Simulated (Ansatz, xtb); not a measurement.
## Two structures of GeHNO

Structure a is a singlet given by its coordinates and structure b is `[NH]=[Ge]=[O]`, a singlet. Both are isolated molecules in the gas phase, relaxed with PBE0-D3(BJ)/def2-SVP.

a (Å):

```tsv
atom	x (Å)	y (Å)	z (Å)
Ge	-1.5302	-0.1292	-0.3182
N	0.2298	-0.7944	-0.1629
O	-0.2954	0.0464	0.9670
H	0.2217	-1.7548	0.2089
```

Close contacts (Å): Ge1–N2 1.89, Ge1–O3 1.79, N2–O3 1.50, N2–H4 1.03.

b (Å):

```xyz
4

Ge    1.3996    3.0461    0.0173
N     0.2864    1.9737   -0.6404
O     2.5760    3.7682    0.8617
H    -0.3137    2.3932   -1.3572
```

Quicker runs give these differences E(b) − E(a): GFN2-xTB +3.6 kcal/mol; HF/STO-3G +44.1 kcal/mol (at GFN2-xTB geometries); r2SCAN-D4/def2-SVP −7.2 kcal/mol (at GFN2-xTB geometries).

Task: Estimate which is lower in electronic energy at CCSD(T)/def2-TZVPP, and by roughly how much.

Result: The CCSD(T)/def2-TZVPP calculation puts structure b lower, by 9.4 kcal/mol.

Level by level:

```csv
level,geometry,E(b) − E(a) (kcal/mol),departure from the last row (kcal/mol),"job, with rough time for the two"
GFN2-xTB,GFN2-xTB,+3.6,+13.0,"optimisation, 0.16 s"
HF/STO-3G,GFN2-xTB,+44.1,+53.5,"single point, 0.38 s"
r2SCAN-D4/def2-SVP,GFN2-xTB,−7.2,+2.3,"single point, 2.4 s"
PBE0-D3(BJ)/def2-SVP,PBE0-D3(BJ)/def2-SVP,−2.6,+6.8,"optimisation, 21 s"
HF/def2-TZVPP,PBE0-D3(BJ)/def2-SVP,−1.5,+8.0,part of the CCSD(T) run
MP2/def2-TZVPP,PBE0-D3(BJ)/def2-SVP,−17.1,−7.7,part of the CCSD(T) run
CCSD(T)/def2-TZVPP,PBE0-D3(BJ)/def2-SVP,−9.4,,"single point, 40 s"
```

GFN2-xTB, HF/STO-3G put the two in the other order. The largest departure from CCSD(T)/def2-TZVPP is that of HF/STO-3G, 53.5 kcal/mol.

With harmonic frequencies from PBE0-D3(BJ)/def2-SVP (ideal gas, rigid rotor, one conformer each, 400 K, 1 atm): on the last row, ΔE + ΔZPE = −10.6, ΔH = −10.0, ΔG = −10.5 kcal/mol.

The T1 diagnostic of structures a and b is large, so the coupled-cluster value is less sure. The correlated steps freeze 11 core orbitals; the filled d shell of Ge is correlated, in a basis made for valence electrons. Mirror images aren't counted in ΔG. Codes used: Ansatz 0.2.0, xtb 6.7.1; the last row on 1 thread of AMD EPYC 7R43 64-Core Processor (Zen 3) on a shared host.
